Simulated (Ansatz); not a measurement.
A nudged elastic band was laid between two geometries of Cl2GeH2 + H2S (8 atoms, charge 0, multiplicity 1).

Method: RKS PBE0-D4/def2-SVP (Ansatz 0.2.0).

| Quantity | Value |
| --- | --- |
| movable images | 5 |
| climbing image | yes |
| spring | 5.0 eV/Å² |
| optimiser | quadratic models (default) |
| start path | through a guess of the saddle point |
| force threshold | 0.05 eV/Å |
| iteration limit | 60 |
| end points | relaxed |

Image 0:

```xyz
8
Properties=species:S:1:pos:R:3
Ge -0.164 -0.353 -0.099
H -0.709 -0.165 1.313
Cl 1.926 -0.877 0.020
Cl -0.306 1.519 -1.161
H -0.846 -1.416 -0.964
S 1.358 2.217 2.286
H 1.089 2.695 1.052
H 2.262 1.340 1.798
```

Image 6:

```xyz
8
Properties=species:S:1:pos:R:3
Ge 0.619 0.472 -0.563
H -0.595 0.014 3.275
Cl 2.363 -0.433 -1.436
Cl -0.586 1.316 -2.118
H -0.173 -0.629 0.148
S 1.214 2.181 0.699
H 2.112 1.446 1.395
H -0.344 0.592 2.845
```

Question: What changes between the two ends?

Answer: Bonds broken: Ge1–H2, S6–H8. Bonds formed: Ge1–S6, H2–H8. Cl2GeH2 + H2S becomes Cl2GeH2S + H2.

Question: What energy profile does the band end with?

Answer: The run converged. The highest image is number 4 of 0 to 6, 51.3 kcal/mol above the first end and 53.5 kcal/mol above the last; the last end lies 2.2 kcal/mol below the first. Neighbouring images differ by up to 2.0 eV, so the band resolves the path poorly. A vibrational analysis at the climbing image gives one clearly imaginary mode, 1433i cm⁻¹: a first-order saddle point. The orbitals stay closed-shell, which can raise the energy where a bond breaks towards radicals; this wasn't checked here.

```
image  path coordinate (Å)  energy (kcal/mol)  Ge1–H2 (Å)  S6–H8 (Å)  Ge1–S6 (Å)
    0                 0.00                0.0        1.53       1.35        3.82
    1                 1.28                0.7        1.53       1.35        3.79
    2                 2.56                1.4        1.53       1.35        3.80
    3                 3.84                5.1        1.53       1.35        3.50
    4                 5.12               51.3        1.83       1.68        2.52
    5                 6.48                4.5        2.82       2.45        2.22
    6                 7.84               -2.2        4.05       3.09        2.21
```

Question: What is the geometry of the highest image?

Answer: 
```xyz
8
Properties=species:S:1:pos:R:3:forces:R:3
Ge 0.314 0.178 -0.019 -0.04 -0.03 0.01
H -0.367 0.185 1.676 0.00 0.02 0.00
Cl 2.314 -0.464 -0.594 0.03 0.00 -0.02
Cl -0.815 1.456 -1.341 -0.01 0.01 -0.01
H -0.419 -1.175 -0.167 0.02 0.02 0.01
S 1.207 2.201 1.179 0.01 -0.02 0.01
H 2.240 1.523 1.729 0.00 0.01 0.00
H 0.136 1.056 1.784 -0.01 0.00 0.00
```

The band took 24 iterations and about 7 core-minutes.

Time of the run: 3.5 min on 2 threads of Intel(R) Xeon(R) 6975P-C (Granite Rapids) (shared host), peak memory 0.31 GiB.
